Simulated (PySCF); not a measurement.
A geometry optimisation, step by step.

CH₁₀BSbSi.
Atom-mapped SMILES: `[SiH3:1][CH2:2][BH2-:3][SbH3+:4]` (hydrogens: H5, H6, H7 on Si1; H8, H9 on C2; H10, H11 on B3; H12, H13, H14 on Sb4)

Method: PySCF, PBE0-D3(BJ)/def2-SVP geometry optimisation, gas phase, def2 core potentials past Kr; density fitting, grid level 1; the optimiser is geomeTRIC in internal coordinates, started from a GFN2-xTB structure with every atom displaced at random (about 0.01 Å). The frame can shift and turn from step to step; on so coarse a grid that alone can change the energy by a few meV, and forces under 0.02 eV/Å are noise.

Step 0: E = -16280.7727 eV, largest atomic force 1.897 eV/Å
```
atom  x, y, z in Å  |  force x, y, z in eV/Å
Si1     2.473   -0.487   -0.272   -1.456   1.182  -0.290
C2      0.592   -0.074   -0.416    0.506   0.480   0.844
B3     -0.205   -0.508    0.893    0.618   0.401  -0.158
Sb4    -2.431    0.179    0.268   -1.124   0.027   0.097
H5      3.108   -0.040   -1.529    0.283   0.049  -0.288
H6      2.660   -1.895   -0.101    0.246  -1.252   0.176
H7      3.059    0.261    0.850    0.246   0.171   0.371
H8      0.526    1.008   -0.617    0.151   0.072  -0.018
H9      0.226   -0.578   -1.286   -0.212  -0.609  -1.091
H10    -0.346   -1.666    1.089   -0.297  -0.802   0.092
H11    -0.028    0.145    1.882   -0.104   0.309   0.390
H12    -2.557    1.757   -0.290    0.272   0.484  -0.038
H13    -4.123    0.265    0.750    0.698  -0.199   0.232
H14    -2.961   -0.386   -1.230    0.174  -0.314  -0.320
```

Step 1: E = -16281.0162 eV, largest atomic force 0.513 eV/Å
```
atom  x, y, z in Å  |  force x, y, z in eV/Å
Si1     2.429   -0.479   -0.257   -0.442   0.216  -0.147
C2      0.591   -0.040   -0.478   -0.004  -0.057  -0.073
B3     -0.205   -0.473    0.836    0.130   0.017   0.073
Sb4    -2.449    0.186    0.265   -0.206   0.092  -0.208
H5      3.175   -0.071   -1.483    0.114  -0.005  -0.076
H6      2.612   -1.941   -0.058    0.021  -0.132   0.042
H7      3.012    0.255    0.901    0.036   0.013   0.096
H8      0.548    1.043   -0.689    0.087   0.021   0.031
H9      0.243   -0.559   -1.390    0.123  -0.033   0.013
H10    -0.363   -1.660    1.037   -0.091  -0.094  -0.006
H11    -0.038    0.191    1.839   -0.044   0.067   0.075
H12    -2.575    1.800   -0.269    0.062   0.040   0.103
H13    -4.011    0.146    0.978    0.171  -0.037   0.050
H14    -2.977   -0.421   -1.238    0.044  -0.109   0.026
```

Step 2: E = -16281.0368 eV, largest atomic force 0.254 eV/Å
```
atom  x, y, z in Å  |  force x, y, z in eV/Å
Si1     2.405   -0.473   -0.259   -0.051   0.059  -0.040
C2      0.586   -0.034   -0.492   -0.048   0.003  -0.044
B3     -0.209   -0.466    0.826   -0.052   0.017   0.067
Sb4    -2.444    0.187    0.256    0.122   0.067  -0.213
H5      3.190   -0.080   -1.475    0.027  -0.019   0.011
H6      2.576   -1.941   -0.047    0.018  -0.021   0.012
H7      2.978    0.256    0.914    0.016  -0.015   0.013
H8      0.557    1.049   -0.703    0.015   0.000   0.019
H9      0.256   -0.558   -1.407    0.028  -0.013   0.012
H10    -0.382   -1.655    1.026   -0.005  -0.013  -0.010
H11    -0.054    0.204    1.832    0.012   0.004  -0.001
H12    -2.555    1.810   -0.253   -0.006  -0.001   0.068
H13    -3.963    0.125    1.020   -0.044  -0.025   0.050
H14    -2.950   -0.443   -1.245   -0.031  -0.041   0.057
```

Step 3: E = -16281.0426 eV, largest atomic force 0.103 eV/Å
```
atom  x, y, z in Å  |  force x, y, z in eV/Å
Si1     2.402   -0.473   -0.256    0.083  -0.027   0.028
C2      0.590   -0.028   -0.507   -0.002   0.017  -0.017
B3     -0.211   -0.456    0.811   -0.095  -0.002   0.040
Sb4    -2.438    0.192    0.244    0.020   0.013  -0.061
H5      3.219   -0.096   -1.458   -0.017  -0.008   0.021
H6      2.563   -1.945   -0.034    0.003   0.024  -0.005
H7      2.968    0.247    0.927   -0.002  -0.011  -0.017
H8      0.571    1.056   -0.717   -0.015  -0.005   0.002
H9      0.273   -0.555   -1.423   -0.015  -0.001   0.003
H10    -0.390   -1.646    1.010    0.021   0.018  -0.004
H11    -0.056    0.215    1.818    0.020  -0.015  -0.021
H12    -2.570    1.822   -0.230   -0.024   0.004   0.001
H13    -3.946    0.107    1.039    0.035  -0.012   0.039
H14    -2.982   -0.460   -1.231   -0.012   0.005  -0.008
```

Step 4: E = -16281.0464 eV, largest atomic force 0.095 eV/Å
```
atom  x, y, z in Å  |  force x, y, z in eV/Å
Si1     2.404   -0.476   -0.248    0.059  -0.046   0.040
C2      0.595   -0.024   -0.522    0.079  -0.001   0.015
B3     -0.217   -0.446    0.792   -0.095   0.002  -0.008
Sb4    -2.440    0.196    0.232    0.040   0.006   0.003
H5      3.244   -0.113   -1.436   -0.021   0.006   0.002
H6      2.557   -1.948   -0.017   -0.009   0.025  -0.010
H7      2.961    0.240    0.942   -0.010   0.003  -0.016
H8      0.583    1.060   -0.733   -0.022  -0.004  -0.009
H9      0.287   -0.554   -1.440   -0.027   0.006  -0.003
H10    -0.394   -1.636    0.991    0.017   0.012   0.006
H11    -0.059    0.225    1.798    0.011  -0.011  -0.004
H12    -2.603    1.831   -0.215   -0.024  -0.004  -0.026
H13    -3.916    0.090    1.081    0.029  -0.023   0.014
H14    -3.009   -0.464   -1.230   -0.028   0.027  -0.004
```

Step 5: E = -16281.0532 eV, largest atomic force 0.192 eV/Å
```
atom  x, y, z in Å  |  force x, y, z in eV/Å
Si1     2.412   -0.488   -0.226   -0.006  -0.045   0.026
C2      0.615   -0.013   -0.558    0.167  -0.042   0.084
B3     -0.230   -0.421    0.743   -0.033   0.015  -0.116
Sb4    -2.443    0.211    0.207    0.074  -0.034   0.056
H5      3.299   -0.150   -1.386   -0.011   0.024  -0.023
H6      2.539   -1.959    0.021   -0.018   0.008  -0.012
H7      2.945    0.224    0.977   -0.013   0.024  -0.006
H8      0.618    1.069   -0.773   -0.024   0.000  -0.023
H9      0.324   -0.548   -1.478   -0.035   0.016  -0.009
H10    -0.406   -1.611    0.943   -0.007  -0.006   0.027
H11    -0.064    0.247    1.748   -0.021   0.003   0.030
H12    -2.682    1.848   -0.193   -0.048  -0.015  -0.027
H13    -3.830    0.026    1.177   -0.008   0.012   0.009
H14    -3.105   -0.457   -1.210   -0.018   0.039  -0.016
```

Step 6: E = -16281.0574 eV, largest atomic force 0.165 eV/Å
```
atom  x, y, z in Å  |  force x, y, z in eV/Å
Si1     2.423   -0.497   -0.208   -0.026  -0.017  -0.005
C2      0.638   -0.011   -0.583    0.115  -0.052   0.106
B3     -0.240   -0.405    0.703    0.060   0.027  -0.142
Sb4    -2.446    0.218    0.189    0.020   0.001   0.083
H5      3.336   -0.172   -1.352   -0.001   0.018  -0.017
H6      2.532   -1.967    0.049   -0.011  -0.006  -0.006
H7      2.934    0.220    1.001   -0.005   0.021   0.000
H8      0.649    1.070   -0.806   -0.015   0.001  -0.018
H9      0.359   -0.548   -1.505   -0.025   0.014  -0.009
H10    -0.417   -1.594    0.908   -0.030  -0.009   0.028
H11    -0.075    0.263    1.710   -0.039   0.004   0.033
H12    -2.768    1.850   -0.168   -0.007   0.002  -0.035
H13    -3.758   -0.003    1.252   -0.006  -0.022  -0.020
H14    -3.176   -0.445   -1.197   -0.029   0.017   0.001
```

Step 7: E = -16281.0604 eV, largest atomic force 0.135 eV/Å
```
atom  x, y, z in Å  |  force x, y, z in eV/Å
Si1     2.435   -0.504   -0.199   -0.029   0.011  -0.025
C2      0.659   -0.011   -0.593    0.025  -0.037   0.074
B3     -0.244   -0.394    0.678    0.097   0.018  -0.093
Sb4    -2.451    0.227    0.183   -0.021  -0.006   0.015
H5      3.357   -0.180   -1.337    0.003   0.006  -0.004
H6      2.535   -1.974    0.060    0.000  -0.009   0.001
H7      2.935    0.218    1.012    0.002   0.007   0.004
H8      0.674    1.068   -0.821   -0.001   0.003  -0.006
H9      0.381   -0.547   -1.517   -0.006   0.005  -0.003
H10    -0.431   -1.581    0.889   -0.031  -0.005   0.017
H11    -0.090    0.272    1.689   -0.033   0.003   0.020
H12    -2.816    1.854   -0.162   -0.004  -0.003   0.001
H13    -3.717   -0.035    1.290   -0.002   0.007  -0.004
H14    -3.235   -0.433   -1.177    0.001   0.001   0.003
```

Step 8: E = -16281.0614 eV, largest atomic force 0.052 eV/Å
```
atom  x, y, z in Å  |  force x, y, z in eV/Å
Si1     2.444   -0.505   -0.201   -0.004   0.014  -0.017
C2      0.668   -0.015   -0.591   -0.035  -0.007   0.014
B3     -0.242   -0.393    0.673    0.051   0.004  -0.006
Sb4    -2.456    0.228    0.183   -0.024   0.010  -0.018
H5      3.360   -0.176   -1.342    0.002  -0.003   0.004
H6      2.546   -1.975    0.057    0.005  -0.003   0.003
H7      2.944    0.220    1.008    0.004  -0.004   0.002
H8      0.682    1.065   -0.821    0.007   0.001   0.003
H9      0.388   -0.549   -1.515    0.006  -0.002   0.001
H10    -0.441   -1.579    0.889   -0.011   0.001   0.001
H11    -0.101    0.274    1.687   -0.010  -0.001   0.001
H12    -2.836    1.852   -0.160    0.006   0.004   0.004
H13    -3.714   -0.035    1.297    0.001  -0.004   0.008
H14    -3.252   -0.430   -1.170    0.001  -0.009   0.001
```

Step 9: E = -16281.0616 eV, largest atomic force 0.028 eV/Å
```
atom  x, y, z in Å  |  force x, y, z in eV/Å
Si1     2.446   -0.505   -0.203    0.005   0.005  -0.005
C2      0.671   -0.015   -0.591   -0.028   0.002  -0.002
B3     -0.241   -0.392    0.671    0.024  -0.003   0.014
Sb4    -2.458    0.229    0.182   -0.015   0.004  -0.015
H5      3.362   -0.175   -1.344   -0.001  -0.002   0.002
H6      2.551   -1.976    0.055    0.003   0.001   0.001
H7      2.948    0.219    1.007    0.002  -0.004   0.000
H8      0.685    1.064   -0.821    0.005   0.000   0.003
H9      0.391   -0.549   -1.515    0.005  -0.002   0.001
H10    -0.445   -1.576    0.888   -0.003   0.002  -0.003
H11    -0.105    0.276    1.685   -0.003   0.000  -0.004
H12    -2.843    1.852   -0.159    0.001   0.001   0.006
H13    -3.708   -0.039    1.305    0.005   0.002  -0.001
H14    -3.261   -0.432   -1.167    0.000  -0.006   0.004
```

Step 10: E = -16281.0617 eV, largest atomic force under 0.02 eV/Å
```
atom  x, y, z in Å  |  force x, y, z in eV/Å
Si1     2.449   -0.505   -0.205    0.006  -0.003   0.004
C2      0.672   -0.015   -0.591   -0.007   0.005  -0.008
B3     -0.240   -0.390    0.669    0.001  -0.006   0.017
Sb4    -2.461    0.229    0.181    0.007   0.003  -0.011
H5      3.364   -0.173   -1.346   -0.003   0.000  -0.001
H6      2.555   -1.975    0.051    0.000   0.002  -0.001
H7      2.952    0.217    1.006   -0.001  -0.001  -0.001
H8      0.688    1.065   -0.821    0.002  -0.001   0.000
H9      0.394   -0.549   -1.516    0.001  -0.001   0.000
H10    -0.447   -1.574    0.888    0.002   0.001  -0.005
H11    -0.107    0.278    1.684    0.001   0.003  -0.005
H12    -2.853    1.851   -0.157   -0.002  -0.001   0.000
H13    -3.702   -0.042    1.311   -0.006  -0.001   0.008
H14    -3.270   -0.437   -1.162   -0.001  -0.001   0.001
```

**Question.** Summarise the path.

**Answer.** The energy falls by 27.88 kJ/mol from step 0 to step 10; nine tenths of that is first reached at step 2. It falls at every step. The largest force goes from 1.897 to under 0.02 eV/Å. Among the bonds Si1–H6 changes most, from 1.431 to 1.497 Å; the atoms move by 0.315 Å rms after alignment.

**Question.** Follow the three bonds and two angles with the largest change from start to end.

**Answer.** 
```
step  E above end (kJ/mol)  largest force (eV/Å)  Si1–H6 (Å)  Sb4–H13 (Å)  B3–Sb4 (Å)  B3–Sb4–H13 (°)  H13–Sb4–H14 (°)
   0                 27.88                 1.897       1.431        1.761       2.412           146.1             87.6
   1                  4.39                 0.513       1.487        1.717       2.408           138.0             94.4
   2                  2.40                 0.254       1.494        1.702       2.397           135.7             96.7
   3                  1.84                 0.103       1.497        1.707       2.388           134.4             95.9
   4                  1.47                 0.095       1.498        1.706       2.381           132.4             96.5
   5                  0.82                 0.192       1.497        1.703       2.362           127.2             96.6
   6                  0.41                 0.165       1.496        1.702       2.349           123.6             97.3
   7                  0.13                 0.135       1.496        1.702       2.346           121.5             96.7
   8                  0.03                 0.052       1.496        1.701       2.351           121.3             96.6
   9                  0.01                 0.028       1.496        1.701       2.353           120.9             96.6
  10                  0.00            under 0.02       1.497        1.700       2.357           120.5             96.6
```

The cost below is that of the whole optimisation. The run took 73 s on an Arm Neoverse V1 with one thread, shared host with 32 logical CPUs at a one-minute load of 15, and the process peaked at 0.52 GiB of memory.
